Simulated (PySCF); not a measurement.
Computed shifts of a molecule C3H8BN, PBE/pcSseg-1 (PySCF), GIAO, gas phase, atoms alike by connectivity averaged where their shifts nearly agree, in ppm (number of nuclei): ¹³C: 152.0 (1), 133.7 (1), 8.0 (1). ¹H: 6.79 (1), 6.13 (2), 4.17 (1), 3.84 (1), 0.71 (3). ¹⁵N: 110.3 (1). References: ¹¹B against BF3 (σ = 83.9 ppm); ¹³C against TMS (σ = 182.0 ppm); ¹H against TMS (σ = 31.49 ppm); ¹⁵N against NH3 (σ = 267.0 ppm), references at their B3LYP-D3(BJ)/def2-TZVP geometries, non-relativistic. The structure is a stationary point at B3LYP-D3(BJ)/def2-SVP. The values are those of a single conformer.

### Question
Identify the compound among the candidates.
A) NB1CCC1
B) BC.CC#N
C) C=CB(C)N

### Answer
C, C=CB(C)N
